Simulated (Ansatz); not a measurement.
C2H4BFO can be A, `B/C=C(/O)F`, or B, `CC1(F)BO1`.

Calculated with Ansatz (gas phase, PBE0-D4/def2-TZVP geometries, no zero-point term in ΔE). CCSD(T)/CBS is the MP2 limit (def2-TZVPP, def2-QZVPP) plus CCSD(T) − MP2 in def2-TZVPP, frozen cores. DFT in def2-TZVPP. B3LYP here is the variant with VWN-RPA as its local correlation; programs differ in this. Each species was taken in one conformer, which may not be the lowest.

Q: Which isomer does CCSD(T)/CBS put lower? Give the gap. (Estimate.)

A: The calculation gave: B, by 15.7 kcal/mol.

Q: Give E(B) − E(A) in kcal/mol with CCSD(T)/def2-TZVPP, B3LYP, HF/def2-TZVPP, BLYP-D4, r2SCAN-D4, ωB97M-V, CCSD/def2-TZVPP. (Estimate.)

A: Computed: CCSD(T)/def2-TZVPP -15.1, B3LYP -12.2, HF/def2-TZVPP -8.5, BLYP-D4 -12.0, r2SCAN-D4 -13.7, ωB97M-V -15.0, CCSD/def2-TZVPP -14.9. None reverses the order clearly.

Q: Does the order hold for the free energy at 298.15 K (harmonic terms from PBE0-D4)? (Best estimate.)

A: Computed: Yes: G(B) − G(A) = -14.4 kcal/mol, for one conformer each.

Largest T1 diagnostic: 0.015.

At CCSD(T), def2-SVP lies −1.4 kcal/mol from the extrapolated value and def2-TZVPP +0.6 kcal/mol. In def2-TZVPP, CCSD(T) changes the Hartree–Fock value by −6.6 kcal/mol (the triples alone add −0.3 kcal/mol) and MP2 by −7.6 kcal/mol.
